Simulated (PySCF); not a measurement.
C₃H₇O₂, SMILES CC(O)C[O] (connectivity only; charge and spin as stated), charge -1, multiplicity 1. Atoms are numbered in the order given.

```xyz
12

C      1.5078     0.1921     0.0853
C      0.0393     0.5159    -0.1412
O     -0.4292     1.5475     0.7731
C     -0.8259    -0.7767     0.0047
O     -0.5117    -1.7245    -0.8886
H      2.1893     1.0311    -0.1800
H      1.6669    -0.0856     1.1498
H      1.7363    -0.6913    -0.5458
H     -0.1016     0.8717    -1.1898
H      0.3077     2.1652     0.9140
H     -0.6915    -1.0714     1.1113
H     -1.9072    -0.3919    -0.0285
```
Charge -1, spin multiplicity 1.

Geometry: PBE-D3(BJ)/def2-SVPD. The spin state was assumed, not searched. The isomer is the one that the SMILES or the coordinates give; other isomers of the formula were not compared. One conformer was computed; it need not be the lowest.

Two levels are set side by side: PBE/pcSseg-1 (PySCF) and PBE0/pcSseg-1 (PySCF). GIAO shifts against H2O (¹⁷O), TMS (¹H), TMS (¹³C) at the same level; non-relativistic, no solvent, atoms listed together averaged. Differences are taken from unrounded values.

```json
[
 {"quantity": "δ(¹³C) of C1 (ppm)", "PBE": "32.5"},
 {"quantity": "δ(¹³C) of C2 (ppm)", "PBE": "93.7"},
 {"quantity": "δ(¹⁷O) of O3 (ppm)", "PBE": "78.4"},
 {"quantity": "δ(¹³C) of C4 (ppm)", "PBE": "95.3"},
 {"quantity": "δ(¹⁷O) of O5 (ppm)", "PBE": "142.4"},
 {"quantity": "δ(¹H) of H9 (ppm)", "PBE": "3.59"},
 {"quantity": "δ(¹H) of H10 (ppm)", "PBE": "-0.12"}
]
```

### Question
These are the PBE values. What does PBE0 give? (An estimate is asked for; the answer gives what the named calculation found.)

### Answer

```
quantity             PBE0  PBE minus PBE0
------------------  -----  --------------
δ(¹³C) of C1 (ppm)   30.1             2.4
δ(¹³C) of C2 (ppm)   89.0             4.6
δ(¹⁷O) of O3 (ppm)   69.2             9.2
δ(¹³C) of C4 (ppm)   91.7             3.6
δ(¹⁷O) of O5 (ppm)   94.8            47.6
δ(¹H) of H9 (ppm)    3.38            0.21
δ(¹H) of H10 (ppm)  -0.40            0.28
```

Rough cost on one machine, each run with all the roots and properties that it gave: PBE0 against PBE within a factor of 2.
